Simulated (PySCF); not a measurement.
5-methyl-1,4-hexadiene, C₇H₁₂.
Geometry (GFN2-xTB, Å), atoms numbered from 1 in this order:
```xyz
19
C7H12 angstrom
C      3.370   -0.219    0.260
C      2.164   -0.078   -0.258
C      1.098    0.817    0.298
C     -0.080   -0.007    0.735
C     -1.270   -0.101    0.154
C     -1.694    0.636   -1.082
C     -2.341   -0.985    0.727
H      4.103   -0.881   -0.169
H      3.678    0.328    1.136
H      1.873   -0.642   -1.135
H      0.805    1.542   -0.463
H      1.491    1.364    1.158
H      0.113   -0.602    1.619
H     -2.489    1.342   -0.839
H     -2.090   -0.067   -1.813
H     -0.877    1.183   -1.542
H     -2.644   -1.735   -0.004
H     -1.997   -1.493    1.623
H     -3.222   -0.394    0.977
```

The closed-shell SCF was solved with PySCF and density fitting under several settings on one GFN2-xTB geometry (grid level 2 and gas phase unless stated).

| settings | basis functions | SCF cycles | E (Eh) | HOMO (eV) | LUMO (eV) | dipole (D) |
| --- | --- | --- | --- | --- | --- | --- |
| PBE0/pcSseg-1 | 179 | 13 | -273.5519 | -6.76 | 0.20 | 0.69 |
| PBE0/def2-SVPD | 236 | 13 | -273.4047 | -6.76 | 0.12 | 0.67 |

Question: Estimate the rows for these settings: (1) PBE0/6-31++G**; (2) HF/cc-pVDZ.

Answer: 
```json
{"settings": "PBE0/6-31++G**", "basis functions": "198", "SCF cycles": "13", "E (Eh)": "-273.6062", "HOMO (eV)": "-6.70", "LUMO (eV)": "-0.04", "dipole (D)": "0.70"}
{"settings": "HF/cc-pVDZ", "basis functions": "158", "SCF cycles": "10", "E (Eh)": "-272.0445", "HOMO (eV)": "-9.04", "LUMO (eV)": "4.37", "dipole (D)": "0.65"}
```

Question: Over all rows, what range does the HOMO–LUMO gap span?

Answer: From 6.66 eV (PBE0/6-31++G**) to 13.41 eV (HF/cc-pVDZ). The functional of the narrowest has 25 % exact exchange, that of the widest 100 % exact exchange.

Question: And the dipole moment?

Answer: From 0.65 D (HF/cc-pVDZ) to 0.70 D (PBE0/6-31++G**); the largest is 1.08 times the smallest, and the median is 0.68 D.

Question: Compare two rows with the functional PBE0: PBE0/6-31++G** and PBE0/pcSseg-1. Which energy is lower, and by how much?

Answer: PBE0/6-31++G** (198 functions) lies 0.0543 Eh or 34 kcal/mol below PBE0/pcSseg-1 (179 functions).

Whole jobs, the steps after the SCF included, on one thread of an Arm Neoverse V2, on a shared host:

| settings | work after the SCF | wall time | peak memory |
| --- | --- | --- | --- |
| PBE0/pcSseg-1 | shieldings, charges and field gradients, density and orbital grids written | 27 s | 0.81 GiB |
| PBE0/def2-SVPD | 6 singlets by full TDDFT, 2 Tamm–Dancoff triplets, polarisability, density and orbital grids written | 44 s | 0.97 GiB |
| PBE0/6-31++G** | spin–spin couplings from 19 perturbed nuclei, spin–dipole term left out | 39 s | 0.91 GiB |
| HF/cc-pVDZ | shieldings | 6.7 s | 0.75 GiB |

Cycle counts include a coarse-grid stage where the run had one. All basis functions are spherical, in the Pople sets too.

One conformer stands for the species.
